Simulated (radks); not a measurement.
Task: Coherent X-ray form factor from a spherical all-electron density. Method: scalar-relativistic Kohn-Sham, r2SCAN, spin-polarised, spherical densities, finite nucleus; meta-GGA in the generalised Kohn-Sham scheme; Fermi nuclear charge, rms radius of each element as measured or else 0.836 A^(1/3) + 0.57 fm; computed with a radial shooting solver on a logarithmic mesh with Libxc functionals.

sin(theta)/lambda (1/angstrom)  f0 (electrons)
0.05                                    38.218
0.1                                     36.260
0.15                                    33.847
0.2                                     31.433
0.25                                    29.171
0.3                                     27.103
0.4                                     23.604
0.5                                     20.884
0.6                                     18.682
0.8                                     14.990
1                                       11.886
1.25                                     9.015
1.5                                      7.242
2                                        5.552

The species is in the configuration that NIST lists as its ground one. Which atom or ion scatters so?

Result: The zirconium ion Zr+, [Kr] 4d2 5s1. Extrapolating in s^2 from the first two rows gives f0(0) = 38.9, near the electron count 39; among species with that count, the fall with angle is slower the higher Z, and the table is that of Z = 40; from so few rows the species is fixed only to a neighbour or two.
